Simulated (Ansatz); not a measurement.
H$_{2}$O$_{2}$Sn (`[OH][Sn][OH]`) at its PBE0-D4/def2-TZVP geometry, where that method's forces vanish. Total charge 0; spin multiplicity 1. Sn: def2 effective core potential.

| atom | x (Å) | y (Å) | z (Å) |
| --- | --- | --- | --- |
| O1 | 0.157 | -0.489 | -1.429 |
| Sn2 | -1.375 | -0.045 | -0.254 |
| O3 | -0.394 | 0.482 | 1.385 |
| H4 | 1.047 | -0.398 | -1.081 |
| H5 | 0.566 | 0.450 | 1.378 |

(1) For each bond, give half the difference of the two atoms' forces along it (eV/Å; positive pushes the atoms apart) under PBE-D4, r2SCAN-D4, B3LYP-D4, ωB97M-V in def2-TZVPP. (Estimate.)

Answers

(1) Ansatz gave: 
| bond | length (Å) | PBE-D4 | r2SCAN-D4 | B3LYP-D4 | ωB97M-V |
| --- | --- | --- | --- | --- | --- |
| O1–Sn2 | 1.981 | 0.37 | 0.08 | 0.29 | -0.01 |
| O1–H4 | 0.961 | 0.38 | 0.04 | -0.03 | -0.05 |
| Sn2–O3 | 1.981 | 0.37 | 0.08 | 0.29 | -0.01 |
| O3–H5 | 0.961 | 0.38 | 0.04 | -0.03 | -0.05 |

B3LYP here is the variant with VWN-RPA as its local correlation; programs differ in this.
